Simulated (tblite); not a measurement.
Compound: H9N4Si2 (charge -1).
Numbering: `[NH2:1][Si:2]([NH2:3])([NH2:4])[N-:5][SiH3:6]` (hydrogens: H7, H8 on N1; H9, H10 on N3; H11, H12 on N4; H13, H14, H15 on Si6)

Geometry (GFN2-xTB, Å), atoms numbered from 1 in this order:
```
atom  x, y, z in Å
N1    -0.003    0.942   -1.783
Si2   -0.556    0.374   -0.196
N3    -1.666   -0.926   -0.667
N4    -1.656    1.662    0.305
N5     0.592    0.045    0.989
Si6    1.887   -0.989    1.129
H7     0.895    0.538   -2.010
H8     0.111    1.945   -1.794
H9    -1.764   -1.595    0.084
H10   -1.318   -1.431   -1.469
H11   -2.483    1.283    0.742
H12   -1.213    2.266    0.981
H13    1.630   -2.470    1.046
H14    2.512   -0.791    2.466
H15    3.027   -0.844    0.155
```

Computed with GFN2-xTB (tblite): harmonic, unscaled wavenumbers at the GFN2-xTB geometry, gas phase. The method is semi-empirical: single wavenumbers can be off by several per cent or more. Modes of hydrogen on silicon can be 10 to 20 % off. One conformer, not necessarily the lowest.

Harmonic wavenumbers (cm⁻¹): 26.4, 74.5, 82.0, 87.0, 103.1, 123.0, 199.5, 201.6, 253.7, 274.5, 293.5, 572.6, 585.6, 657.7, 695.9, 702.7, 756.1, 792.5, 798.4, 807.4, 826.5, 861.7, 877.9, 905.0, 907.3, 937.2, 1264.3, 1572.4, 1573.3, 1579.5, 1777.3, 1846.2, 1972.5, 3448.9, 3450.5, 3457.9, 3474.4, 3476.7, 3483.7.

A = 3515, B = 1311, C = 1299 MHz; mass 121.037 u (most abundant isotopes); point group C1, symmetry number 1.

Task: What is the zero-point energy?

Result: ½Σν̃ = 22890 cm⁻¹ = 273.83 kJ/mol.

Task: Entropy at 298.15 K, 1 bar (ideal gas, RRHO, classical rotation)?

Result: Translation 168.67, rotation 118.72, vibration 154.35: S = 441.7 J/(mol K).

Task: And Cp and H(298.15 K) − H(0)?

Result: Cp = 165.16 J/(mol K), of which vibrations give 131.90 (their classical limit is 39 R = 324.3); H(298.15 K) − H(0) = 32.24 kJ/mol without the zero-point energy, 22.32 from vibrations.

Task: Blend soft modes into free rotors: weight 1/[1 + (100 cm⁻¹/ν̃)⁴] for the oscillator and the rest for a rotor with moment μB/(μ + B), μ = h/(8π²ν), B = 10⁻⁴⁴ kg m². What vibrational entropy results?

Result: 137.82 J/(mol K) in place of 154.35, which changes −T·S at 298.15 K by +4.93 kJ/mol.

Task: How do the functions run with temperature in this model?

Result: 
```json
{"T (K)": "150", "S (J/(mol K))": "348.4", "Cp (J/(mol K))": "112.4", "H − H(0) (kJ/mol)": "11.65", "G − H(0) (kJ/mol)": "-40.60", "ln q(vib)": "4.74"}
{"T (K)": "250", "S (J/(mol K))": "414.2", "Cp (J/(mol K))": "148.4", "H − H(0) (kJ/mol)": "24.68", "G − H(0) (kJ/mol)": "-78.86", "ln q(vib)": "8.08"}
{"T (K)": "400", "S (J/(mol K))": "494.7", "Cp (J/(mol K))": "195.4", "H − H(0) (kJ/mol)": "50.66", "G − H(0) (kJ/mol)": "-147.21", "ln q(vib)": "12.52"}
{"T (K)": "600", "S (J/(mol K))": "582.3", "Cp (J/(mol K))": "236.4", "H − H(0) (kJ/mol)": "94.17", "G − H(0) (kJ/mol)": "-255.23", "ln q(vib)": "17.80"}
{"T (K)": "900", "S (J/(mol K))": "685.8", "Cp (J/(mol K))": "273.3", "H − H(0) (kJ/mol)": "171.12", "G − H(0) (kJ/mol)": "-446.12", "ln q(vib)": "24.63"}
```

q(vib) and H(0) count from the zero-point level.

Hindered rotation and anharmonicity are outside this model. Other conformers, if any are populated, would add a mixing term that is left out. The structure is chiral; the term R ln 2 for an equal mix with its mirror image is left out.
